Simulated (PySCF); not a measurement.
Species: C7H10NP.
Z-matrix (Å and degrees, PBE0-D3(BJ)/def2-SVP geometry), rows numbered from 1:
```
C 
P   1  1.8552
C   2  1.8388  1  100.40
C   2  1.8488  1   98.86  3  -102.02
C   4  1.4040  2  119.04  1   -70.99
C   5  1.3892  4  118.99  2  -178.96
C   6  1.3945  5  118.72  4     1.17
C   7  1.3927  6  118.07  5    -0.05
N   8  1.3312  7  123.50  6    -0.84
H   1  1.1008  2  108.72  3   -70.48
H   1  1.1012  2  112.32  3    50.39
H   1  1.1000  2  109.84  3   172.03
H   3  1.0998  2  112.26  1   -51.45
H   3  1.0988  2  108.99  1  -171.14
H   3  1.1006  2  108.59  1    70.72
H   5  1.0934  4  120.19  2     0.74
H   6  1.0931  5  120.54  4  -179.42
H   7  1.0920  6  121.41  5   179.56
H   8  1.0965  7  120.24  6   179.35
```

The closed-shell ground state was solved at several levels (PySCF, density fitting, gas phase, non-relativistic).

```csv
level,basis functions,HOMO (eV),LUMO (eV),gap (eV),dipole (D)
wB97X-D/def2-SVPD,264,-8.10,0.82,8.92,2.03
PBE/pcSseg-1,210,-5.27,-1.76,3.51,1.86
```

Task: What might PBE0/pcSseg-1 (210 basis functions) give for the same quantities?

Result: HOMO -6.35 eV, LUMO -0.86 eV, gap 5.49 eV, dipole 1.99 D.

Task: Over all these levels, which gives the widest orbital gap and which the narrowest?

Result: wB97X-D/def2-SVPD (range-separated hybrid) has the widest, 8.92 eV, and PBE/pcSseg-1 (GGA) the narrowest, 3.51 eV. Functional and basis both differ between the two, so the spread mixes both effects.

Task: How far do the dipole and the HOMO energy spread over the levels?

Result: The dipole runs from 1.86 to 2.03 D (mean 1.96 D) and the HOMO from -8.10 to -5.27 eV.

One conformer stands for the species.
